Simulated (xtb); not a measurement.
CClF2, SMILES F[C](Cl)F (connectivity only; charge and spin as stated), charge +1, multiplicity 1. All values are semi-empirical tight-binding results from xtb (GFN2-xTB unless named), good for trends rather than for accurate numbers. The structure is a stationary point at GFN2-xTB. The multiplicity is an assumed one; other spin states were not compared. The isomer is the one that the SMILES or the coordinates give; other isomers of the formula were not compared.

Computed properties:
```
Item                                              Value
---------------------------------------  --------------
point group as xtb finds it                         C2v
orbital gap                                     3.50 eV
zero-point energy                          6.8 kcal/mol
G − E(el) at 298.15 K (modified RRHO)     -9.8 kcal/mol
static polarisability (D4 model)             28.6 bohr³
solvation energy, GFN2-xTB/ALPB(water)   -62.2 kcal/mol
solvation energy, GFN2-xTB/ALPB(ch2cl2)  -55.3 kcal/mol
```
